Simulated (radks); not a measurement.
The numbers below are computed, except where a source is named.
Problem. The mean radii <r> (bohr) of the occupied orbitals of an atom or ion are listed with their occupations. Code: a radial shooting solver on a logarithmic mesh with Libxc functionals. Model: scalar-relativistic Kohn-Sham, LDA (Slater exchange, VWN5 correlation), spin-polarised, spherical densities, finite nucleus; Fermi nuclear charge, rms radius of each element as measured or else 0.836 A^(1/3) + 0.57 fm.

orbital  occ.      <r>
1s up       1  0.02784
1s down     1  0.02784
2s up       1   0.1196
2s down     1   0.1195
2p up       3   0.1044
2p down     3   0.1043
3s up       1   0.3099
3s down     1   0.3105
3p up       3   0.3048
3p down     3   0.3055
3d up       5   0.2759
3d down     2   0.2767

Name the element and its charge. Open shells, if any, are filled with parallel spins first.

Solution. Z = 52, tellurium, charge +27: Te27+ in [Ar] 3d7. The 1s radius gives Z: for a bare nucleus <r> = (2 gamma + 1)/(2Z) with gamma = sqrt(1 - (Z/c)^2), 0.02741 bohr for Z = 52, and screening makes it slightly larger (0.02784 here). The occupations add up to 25, and the charge is Z minus that.
